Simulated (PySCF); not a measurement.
An unknown is described by computed data only.

Elements present: C, Cl, H and O. Monoisotopic mass: 120.0342 u.

* Triplet: lowest triplet excitation (Tamm–Dancoff): 6.29 eV [TDA PBE0/def2-SVPD]
* 13C NMR: chemical shifts (computed TMS as zero) by class: 86.4 (1 C), 65.9 (1 C), 56.6 (1 C), 32.4 (1 C), 26.6 (1 C) ppm [GIAO PBE0/pcSseg-1]
* Polarisability: 75.0 au [PBE0/def2-SVPD]
* Rotational structure: rotational constants A, B, C: 4.073, 1.421, 1.313 GHz [GFN2-xTB]
* UV, first state: lowest singlet excitation: 6.67 eV (186 nm, f = 0.016) [TDDFT PBE0/def2-SVPD]
* Dipole: 1.27 D [PBE0/def2-SVPD]

Gas-phase values; electronic properties from PySCF, density fitting. Levels stand in brackets. NMR shifts are as computed; neighbouring signals can stand in another order in a measured spectrum. One conformer (not necessarily the lowest) at the GFN2-xTB geometry, without solvent, vibrations or thermal averaging. NMR classes are plain means over equivalent atoms (diastereotopic ones count apart unless rotation or inversion swaps them), as if these changed places fast.

**Question.** Which formula fits the mass and the elements?

**Answer.** C5H9ClO (calculated 120.0342). No other formula that holds each of these elements comes within 0.0003 u with a fitting electron parity and a possible valence count.

**Question.** Propose a structure and show how it fits.

**Answer.** Numbering: `[CH3:1][C@@:2]1([CH2:3][Cl:4])[CH2:5][CH2:6][O:7]1`. Its formula, C5H9ClO, gives 1 degree of unsaturation: 1 ring and 0 π bonds in the structure found. 5 carbons fall into 5 classes; from least to most shielded: ring sp3 carbon bound to oxygen [C2] (86.4 ppm), ring sp3 carbon bound to oxygen [C6] (65.9 ppm), sp3 C–Cl carbon [C3] (56.6 ppm), four-membered-ring carbon [C5] (32.4 ppm), methyl carbon [C1] (26.6 ppm). The optimised geometry has point group C1 and is an asymmetric top. Structure: `C[C@@]1(CCl)CCO1`. Computed isomers that give other values at the same levels: `CC(C)(C)C(=O)Cl` (13C chemical shifts (computed TMS as zero) by class: 191.3 (1 C), 49.6 (1 C), 29.3 (3 C) ppm); `CCCCC(=O)Cl` (13C chemical shifts (computed TMS as zero) by class: 184.1 (1 C), 51.2 (1 C), 31.9 (1 C), 26.5 (1 C), 16.8 (1 C) ppm); `COC/C(C)=C\Cl` (13C chemical shifts (computed TMS as zero) by class: 144.3 (1 C), 128.3 (1 C), 72.3 (1 C), 57.9 (1 C), 21.0 (1 C) ppm). The assignments are read from this structure; whether some other isomer fits the data as well wasn't checked. The mirror image fits equally.

The values belong to the conformer `[CH3:1][C@@:2]1([CH2:3][Cl:4])[CH2:5][CH2:6][O:7]1`: C1–C2–C3–Cl4 68°.
